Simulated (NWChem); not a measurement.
Molecule: CH$_{5}$BS; SMILES BSC

```xyz
8

B     -0.5883    -1.4742     0.0000
H     -0.1280    -2.5736     0.0000
H     -1.7637    -1.2690     0.0000
S      0.5781    -0.1435     0.0000
C     -0.4270     1.3984     0.0000
H     -0.1817     1.9820    -0.8903
H     -0.1817     1.9820     0.8903
H     -1.4906     1.1541     0.0000
```
Atoms are numbered in this order, from 1.

Geometry: optimised at B3LYP/6-31G* (spherical d).

Symmetry labels are those of Cs in the frame above (b1 and b2, or b-type labels, depend on it). States above −ε(HOMO) = 6.7 eV lie in this functional's continuum and hang on the basis.

### Question
List the 6 lowest vertical singlet excitations from PBE/aug-cc-pVDZ, TDA (NWChem).

### Answer
```csv
state,energy (eV),oscillator strength,symmetry,leading excitation (squared amplitude)
S1,5.60,0.000,a",HOMO−1 → LUMO (0.99)
S2,5.96,0.180,a',HOMO → LUMO (0.88)
S3,6.17,0.002,a",HOMO → LUMO+1 (0.91)
S4,6.33,0.000,a",HOMO−2 → LUMO (0.91)
S5,6.75,0.035,a",HOMO → LUMO+2 (0.94)
S6,6.93,0.050,a',HOMO−1 → LUMO+1 (0.90)
```
